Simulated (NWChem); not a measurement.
System: Bi, quartet

NWChem printed, in part:

```
             Northwest Computational Chemistry Package (NWChem) 7.3.0
             --------------------------------------------------------

                             Geometry "geometry" -> ""
                             -------------------------

 Output coordinates in angstroms (scale by  1.889725989 to convert to a.u.)

  No.       Tag          Charge          X              Y              Z
 ---- ---------------- ---------- -------------- -------------- --------------
    1 Bi                  83.0000     0.00000000     0.00000000     0.00000000

 Effective nuclear repulsion energy (a.u.)       0.0000000000

 Summary of "ao basis" -> "ao basis" (spherical)
 ------------------------------------------------------------------------------
       Tag                 Description            Shells   Functions and Types
 ---------------- ------------------------------  ------  ---------------------
 Bi                        def2-tzvp                16       50   6s5p3d2f

            General Information
            -------------------
          SCF calculation type: DFT
          Wavefunction type:  spin polarized.
          No. of atoms     :     1
          No. of electrons :    23
           Alpha electrons :    13
            Beta electrons :    10
          Charge           :     0
          Spin multiplicity:     4
          Use of symmetry is: off; symmetry adaption is: off
          Maximum number of iterations: 150
          AO basis - number of functions:    50
                     number of shells:    16
          Convergence on energy requested:  1.00D-06
          Convergence on density requested:  1.00D-05
          Convergence on gradient requested:  5.00D-04

              XC Information
              --------------
          PerdewBurkeErnzerhof Exchange Functional  1.000
            Perdew 1991 LDA Correlation Functional  1.000 local
           PerdewBurkeErnz. Correlation Functional  1.000 non-local

             Grid Information
             ----------------
          Grid used for XC integration:  medium
          Radial quadrature: Mura-Knowles
          Angular quadrature: Lebedev.
          Tag              B.-S. Rad. Rad. Pts. Rad. Cut. Ang. Pts.
          ---              ---------- --------- --------- ---------
          Bi                  1.60      123           7.0       590
          Grid pruning is: on
          Number of quadrature shells:   123
          Spatial weights used:  Erf1

      Superposition of Atomic Density Guess
      -------------------------------------

 Sum of atomic energies:        -245.42466071

      Non-variational initial energy
      ------------------------------

 Total energy =    -213.319179
 1-e energy   =    -372.717089
 2-e energy   =     159.397911
 HOMO         =      -0.141020
 LUMO         =      -0.141020

     ---------------------------------------------
      Total Density - Mulliken Population Analysis
     ---------------------------------------------

    Atom       Charge   Shell Charges
 -----------   ------   -------------------------------------------------------
    1 Bi  23    23.00   0.07 -0.62  1.80  0.79  1.12  0.85 -0.69  6.60  0.64  1.35  1.10  9.08  0.87  0.05  0.00  0.00

     --------------------------------------------
      Spin Density - Mulliken Population Analysis
     --------------------------------------------

    Atom       Charge   Shell Charges
 -----------   ------   -------------------------------------------------------
    1 Bi  23     3.00   0.00 -0.00 -0.00  0.00 -0.00 -0.00 -0.03  0.05  0.53  1.35  1.10  0.00  0.00  0.00  0.00  0.00

   convergence    iter        energy       DeltaE   RMS-Dens  Diis-err
 ---------------- ----- ----------------- --------- --------- ---------
 d= 0,ls=0.0,diis     1   -214.6167905072 -2.15D+02  1.23D-02  5.20D-02
                                                     1.14D-02  4.68D-02
 d= 0,ls=0.0,diis     2   -214.6347304065 -1.79D-02  4.19D-03  5.23D-03
                                                     3.29D-03  2.12D-03
 d= 0,ls=0.0,diis     3   -214.6361315447 -1.40D-03  1.17D-03  2.83D-03
                                                     1.00D-03  2.30D-03
 d= 0,ls=0.0,diis     4   -214.6370441954 -9.13D-04  2.09D-04  1.49D-05
                                                     1.50D-04  6.16D-06
 d= 0,ls=0.0,diis     5   -214.6370538387 -9.64D-06  3.40D-06  1.83D-08
                                                     3.21D-06  3.31D-09
 d= 0,ls=0.0,diis     6   -214.6370538434 -4.68D-09  2.31D-07  1.67D-11
                                                     2.09D-07  5.39D-12

         Total DFT energy =     -214.637053843358
      One electron energy =     -372.990113427720
           Coulomb energy =      175.516880749113
    Exchange-Corr. energy =      -17.163821164750
 Nuclear repulsion energy =        0.000000000000

 Numeric. integr. density =       23.000000079869

                    DFT Final Alpha Molecular Orbital Analysis
                    ------------------------------------------

 Vector   11  Occ=1.000000D+00  E=-1.904848D-01
              MO Center=  3.3D-15,  5.3D-15,  1.7D-14, r^2= 2.9D+00
   Bfn.  Coefficient  Atom+Function         Bfn.  Coefficient  Atom+Function
  ----- ------------  ---------------      ----- ------------  ---------------
    16      0.393482  1 Bi px                10     -0.318867  1 Bi px
    18     -0.304009  1 Bi pz                17     -0.276376  1 Bi py
    12      0.246361  1 Bi pz                11      0.223967  1 Bi py
    13      0.223778  1 Bi px                19      0.206194  1 Bi px
    15     -0.172894  1 Bi pz                21     -0.159308  1 Bi pz

 Vector   12  Occ=1.000000D+00  E=-1.904848D-01
              MO Center= -6.4D-15,  8.2D-15,  2.6D-14, r^2= 2.9D+00
   Bfn.  Coefficient  Atom+Function         Bfn.  Coefficient  Atom+Function
  ----- ------------  ---------------      ----- ------------  ---------------
    17      0.479727  1 Bi py                11     -0.388758  1 Bi py
    16      0.302500  1 Bi px                14      0.272827  1 Bi py
    20      0.251389  1 Bi py                10     -0.245138  1 Bi px
    13      0.172036  1 Bi px                19      0.158518  1 Bi px
     8      0.083987  1 Bi py                 7      0.052960  1 Bi px

 Vector   13  Occ=1.000000D+00  E=-1.904848D-01
              MO Center= -1.0D-14,  1.3D-14,  1.7D-14, r^2= 2.9D+00
   Bfn.  Coefficient  Atom+Function         Bfn.  Coefficient  Atom+Function
  ----- ------------  ---------------      ----- ------------  ---------------
    18      0.478772  1 Bi pz                12     -0.387984  1 Bi pz
    16      0.278026  1 Bi px                15      0.272284  1 Bi pz
    21      0.250888  1 Bi pz                10     -0.225305  1 Bi px
    13      0.158117  1 Bi px                19      0.145692  1 Bi px
    17     -0.130811  1 Bi py                11      0.106006  1 Bi py

 Vector   14  Occ=0.000000D+00  E= 9.962397D-02
              MO Center=  2.4D-15, -4.8D-16, -3.6D-15, r^2= 8.5D+00
   Bfn.  Coefficient  Atom+Function         Bfn.  Coefficient  Atom+Function
  ----- ------------  ---------------      ----- ------------  ---------------
    21      1.192923  1 Bi pz                18     -1.022627  1 Bi pz
    20     -1.008272  1 Bi py                17      0.864336  1 Bi py
    19      0.258351  1 Bi px                16     -0.221470  1 Bi px
    12      0.218229  1 Bi pz                11     -0.184450  1 Bi py
    10      0.047262  1 Bi px                 9     -0.046914  1 Bi pz

 Vector   15  Occ=0.000000D+00  E= 9.962397D-02
              MO Center=  1.6D-14,  1.1D-14,  4.9D-15, r^2= 8.5D+00
   Bfn.  Coefficient  Atom+Function         Bfn.  Coefficient  Atom+Function
  ----- ------------  ---------------      ----- ------------  ---------------
    19      1.197254  1 Bi px                16     -1.026340  1 Bi px
    20      0.904370  1 Bi py                17     -0.775267  1 Bi py
    21      0.505096  1 Bi pz                18     -0.432991  1 Bi pz
    10      0.219022  1 Bi px                11      0.165443  1 Bi py
    12      0.092401  1 Bi pz                 7     -0.047085  1 Bi px

 Vector   16  Occ=0.000000D+00  E= 9.962397D-02
              MO Center= -2.6D-14,  2.0D-14,  2.4D-14, r^2= 8.5D+00
   Bfn.  Coefficient  Atom+Function         Bfn.  Coefficient  Atom+Function
  ----- ------------  ---------------      ----- ------------  ---------------
    19      1.003126  1 Bi px                21     -0.910075  1 Bi pz
    16     -0.859925  1 Bi px                20     -0.819710  1 Bi py
    18      0.780157  1 Bi pz                17      0.702692  1 Bi py
    10      0.183509  1 Bi px                12     -0.166486  1 Bi pz
    11     -0.149955  1 Bi py                 7     -0.039450  1 Bi px

                     DFT Final Beta Molecular Orbital Analysis
                     -----------------------------------------

 Vector    8  Occ=1.000000D+00  E=-9.761222D-01
              MO Center= -4.7D-16,  1.5D-15,  1.4D-15, r^2= 4.9D-01
   Bfn.  Coefficient  Atom+Function         Bfn.  Coefficient  Atom+Function
  ----- ------------  ---------------      ----- ------------  ---------------
    26      0.761572  1 Bi d  2              22     -0.338011  1 Bi d -2
    24     -0.267160  1 Bi d  0              25     -0.187381  1 Bi d  1
    23      0.162932  1 Bi d -1              31      0.118292  1 Bi d  2
    27     -0.052502  1 Bi d -2              29     -0.041497  1 Bi d  0
    30     -0.029105  1 Bi d  1              28      0.025308  1 Bi d -1

 Vector    9  Occ=1.000000D+00  E=-9.761222D-01
              MO Center= -1.2D-15,  2.0D-15,  2.2D-15, r^2= 4.9D-01
   Bfn.  Coefficient  Atom+Function         Bfn.  Coefficient  Atom+Function
  ----- ------------  ---------------      ----- ------------  ---------------
    25      0.717663  1 Bi d  1              24      0.446680  1 Bi d  0
    26      0.281966  1 Bi d  2              22     -0.158740  1 Bi d -2
    30      0.111471  1 Bi d  1              23     -0.089500  1 Bi d -1
    29      0.069381  1 Bi d  0              31      0.043797  1 Bi d  2

 Vector   10  Occ=1.000000D+00  E=-4.891828D-01
              MO Center= -3.7D-15,  1.1D-14,  1.8D-14, r^2= 1.5D+00
   Bfn.  Coefficient  Atom+Function         Bfn.  Coefficient  Atom+Function
  ----- ------------  ---------------      ----- ------------  ---------------
     5      0.892526  1 Bi s                  3     -0.777030  1 Bi s
     2      0.464196  1 Bi s                  6      0.403221  1 Bi s
     4     -0.264216  1 Bi s                  1     -0.122344  1 Bi s

 Vector   11  Occ=0.000000D+00  E=-1.233977D-01
              MO Center= -2.3D-15,  6.4D-15,  2.0D-14, r^2= 3.0D+00
   Bfn.  Coefficient  Atom+Function         Bfn.  Coefficient  Atom+Function
  ----- ------------  ---------------      ----- ------------  ---------------
    17     -0.499541  1 Bi py                11      0.456321  1 Bi py
    20     -0.350373  1 Bi py                14     -0.343493  1 Bi py
     8     -0.098251  1 Bi py                16      0.061326  1 Bi px
    10     -0.056020  1 Bi px                19      0.043013  1 Bi px
    13      0.042169  1 Bi px

 Vector   12  Occ=0.000000D+00  E=-1.233977D-01
              MO Center= -6.2D-15,  4.8D-15,  1.7D-14, r^2= 3.0D+00
   Bfn.  Coefficient  Atom+Function         Bfn.  Coefficient  Atom+Function
  ----- ------------  ---------------      ----- ------------  ---------------
    16     -0.470225  1 Bi px                10      0.429541  1 Bi px
    19     -0.329811  1 Bi px                13     -0.323335  1 Bi px
    18     -0.173733  1 Bi pz                12      0.158701  1 Bi pz
    21     -0.121854  1 Bi pz                15     -0.119461  1 Bi pz
     7     -0.092485  1 Bi px                17     -0.050005  1 Bi py

 Vector   13  Occ=0.000000D+00  E=-1.233977D-01
              MO Center=  1.2D-15,  1.2D-14,  1.5D-14, r^2= 3.0D+00
   Bfn.  Coefficient  Atom+Function         Bfn.  Coefficient  Atom+Function
  ----- ------------  ---------------      ----- ------------  ---------------
    18     -0.472355  1 Bi pz                12      0.431487  1 Bi pz
    21     -0.331304  1 Bi pz                15     -0.324799  1 Bi pz
    16      0.170067  1 Bi px                10     -0.155353  1 Bi px
    19      0.119283  1 Bi px                13      0.116941  1 Bi px
     9     -0.092904  1 Bi pz                17      0.041871  1 Bi py

     ---------------------------------------------
      Total Density - Mulliken Population Analysis
     ---------------------------------------------

    Atom       Charge   Shell Charges
 -----------   ------   -------------------------------------------------------
    1 Bi  23    23.00   0.07 -0.65  1.92  0.70  1.25  0.71 -0.70  6.65  0.69  1.61  0.74  8.96  0.99  0.05  0.00  0.00

     --------------------------------------------
      Spin Density - Mulliken Population Analysis
     --------------------------------------------

    Atom       Charge   Shell Charges
 -----------   ------   -------------------------------------------------------
    1 Bi  23     3.00  -0.00  0.00 -0.01 -0.01 -0.02  0.03 -0.03  0.05  0.64  1.60  0.74 -0.06  0.06  0.00  0.00  0.00

     -------------------------------------------
      Total Density - Lowdin Population Analysis
     -------------------------------------------

    Atom       Charge   Shell Charges
 -----------   ------   -------------------------------------------------------
    1 Bi  23    23.00   0.01  0.01  1.03  0.97  1.01  0.98  0.04  5.33  1.29  1.45  0.89  8.23  1.62  0.15  0.00  0.00

     ------------------------------------------
      Spin Density - Lowdin Population Analysis
     ------------------------------------------

    Atom       Charge   Shell Charges
 -----------   ------   -------------------------------------------------------
    1 Bi  23     3.00  -0.00 -0.00 -0.01  0.00 -0.01  0.02  0.01  0.17  0.54  1.41  0.88 -0.05  0.04  0.01  0.00  0.00

   alpha - beta orbital overlaps
   -----------------------------

   alpha      1      2      3      4      5      6      7      8      9     10
    beta      1      2      3      4      5      8      7      9      6     10
 overlap   1.000  0.959  0.900  0.937  0.772  0.895  0.758  0.823  0.882  1.000

   alpha     11     12     13     14     15     16     17     18     19     20
    beta     13     11     12     16     14     15     19     21     18     21
 overlap   0.694  0.768  0.723  0.739  0.785  0.811  0.882  0.624  0.792  0.759

   alpha     21     22     23     24     25     26     27     28     29     30
    beta     22     17     23     26     25     29     25     27     24     30
 overlap   0.851  1.000  0.872  0.762  0.540  0.713  0.613  0.790  0.806  0.910

   alpha     31     32     33     34     35     36     37     38     39     40
    beta     31     32     37     34     35     36     33     38     38     40
 overlap   0.849  0.861  0.719  0.729  0.626  0.856  0.711  0.655  0.660  0.860

   alpha     41     42     43     44     45     46     47     48     49     50
    beta     42     41     44     44     45     46     47     48     49     50
 overlap   0.703  0.662  0.604  0.680  1.000  0.999  0.975  0.975  1.000  1.000

     --------------------------
     Expectation value of S2:
     --------------------------
      <S2> =      3.7514 (Exact =     3.7500)

[...]

                         DFT ENERGY GRADIENTS

    atom               coordinates                        gradient
                 x          y          z           x          y          z
   1 Bi      0.000000   0.000000   0.000000    0.000000  -0.000000   0.000000
```

Level: PBE/def2-TZVP with def2 effective core potentials on Bi, spin-unrestricted. No stability test was run on the SCF state. def2 effective core potentials on Bi; no spin-orbit coupling.

### Question
Write an input that gives this output.

### Answer
One answer among several that fit: the input that was run:
```
start job
memory heap 200 mb stack 900 mb global 1100 mb
geometry units angstroms noautoz
  Bi     0.000000     0.000000     0.000000
end
basis spherical
  Bi library def2-tzvp
end
ecp
  Bi library def2-ecp
end
dft
  odft
  mult 4
  xc xpbe96 cpbe96
  iterations 150
  mulliken
end
task dft gradient
```
